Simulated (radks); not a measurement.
Q: All-electron atom: Hg3+ in [Xe] 4f14 5d9 (the NIST ground configuration). Method: scalar-relativistic Kohn-Sham, PBE, spin-polarised, spherical densities, point nucleus; open shells are filled with parallel spins first (spin-orbit coupling, left out, can overturn this in heavy ions); computed with a radial shooting solver on a logarithmic mesh with Libxc functionals. Some entries of the table are withheld. Estimate them.

| orbital | occ. | eigenvalue (eV) | <r^2> (bohr^2) |
|---|---|---|---|
| 1s down | 1 | -83222.87 | 0.0003805 |
| 1s up | 1 | -83222.87 | 0.0003805 |
| 2s up | 1 | -14777.93 | 0.005793 |
| 2s down | 1 | -14777.85 | 0.005793 |
| 2p up | 3 | -12745.61 | 0.004898 |
| 2p down | 3 | -12745.54 | 0.004898 |
| 3s up | 1 | -3533.158 | 0.03732 |
| 3s down | 1 | -3533.125 | 0.03732 |
| 3p up | 3 | -2946.120 | 0.03848 |
| 3p down | 3 | -2946.082 | 0.03848 |
| 3d up | 5 | -2329.257 | 0.03187 |
| 3d down | 5 | -2329.193 | 0.03187 |
| 4s up | 1 | -803.7788 | 0.1798 |
| 4s down | 1 | -803.6953 | 0.1798 |
| 4p up | 3 | -611.3551 | 0.2056 |
| 4p down | 3 | -611.2780 | 0.2056 |
| 4d up | 5 | -383.2547 | 0.2327 |
| 4d down | 5 | -383.1654 | 0.2326 |
| 5s up | 1 | -152.6876 | 0.9086 |
| 5s down | 1 | -152.1433 | 0.9067 |
| 4f up | 7 | -130.3955 | 0.2809 |
| 4f down | 7 | -130.2731 | 0.2804 |
| 5p up | 3 | -100.8676 | (1) |
| 5p down | 3 | -100.2051 | (2) |
| 5d up | 5 | (3) | 2.215 |
| 5d down | 4 | (4) | 2.227 |

A: 
(1) 5p up <r^2> (bohr^2): 1.206
(2) 5p down <r^2> (bohr^2): 1.204
(3) 5d up eigenvalue (eV): -42.8256
(4) 5d down eigenvalue (eV): -42.1032
